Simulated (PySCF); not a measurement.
## Bonding in fluoroaluminate

Fluoroaluminate, AlF4 (charge -1).
Numbering: `[F:1][Al-:2]([F:3])([F:4])[F:5]`

Cartesian coordinates in Å at the PBE0-D3(BJ)/def2-SVP level; atoms count from 1:
```
atom  x, y, z in Å
F1     1.2930   -1.0989   -0.0988
Al2    0.0034    0.0009   -0.0072
F3     0.6147    1.5841   -0.0159
F4    -1.0270   -0.2173   -1.3383
F5    -0.8668   -0.2631    1.4259
```

Bond orders from the PBE0/pcSseg-1 density (PySCF). Geometry: PBE0-D3(BJ)/def2-SVP; no solvent, vibrations or thermal averaging. The pcSseg-1 basis has no diffuse functions, a weakness for an anion.

Q: How far do the computed orders between heavy atoms stray from the drawn ones?

A: The largest departure is 0.292, at F1–Al2 (drawn single, 0.708), Al2–F4 (drawn single, 0.708), Al2–F3 (drawn single, 0.709) and Al2–F5 (drawn single, 0.709). Drawn single, order below 0.88: F1–Al2 (0.708), Al2–F3 (0.709), Al2–F4 (0.708) and Al2–F5 (0.709). The SMILES, with its formal charges, is one Lewis structure only.

Q: Give the Mayer order of every bond, beside its length.

A: 
| bond | drawn as | length (Å) | Mayer order |
| --- | --- | --- | --- |
| F1–Al2 | single | 1.697 | 0.708 |
| Al2–F3 | single | 1.697 | 0.709 |
| Al2–F4 | single | 1.697 | 0.708 |
| Al2–F5 | single | 1.697 | 0.709 |

Q: Sum the orders of all bonds at each heavy atom with more than one neighbour and set the sums beside the valence in the SMILES.

A: Al2 2.834 (drawn 4). Orders between atoms that aren't bonded are not in these sums.

For a closed shell the Mayer order of atoms A and B is Σ (PS)μν (PS)νμ over the basis functions μ on A and ν on B, with P the density and S the overlap matrix.

The run behind these numbers computed NMR shieldings as well. The run took 4.1 s of wall time on an Arm Neoverse V1 with one thread, shared host with 32 logical CPUs at a one-minute load of 26, and the process peaked at 0.40 GiB of memory.
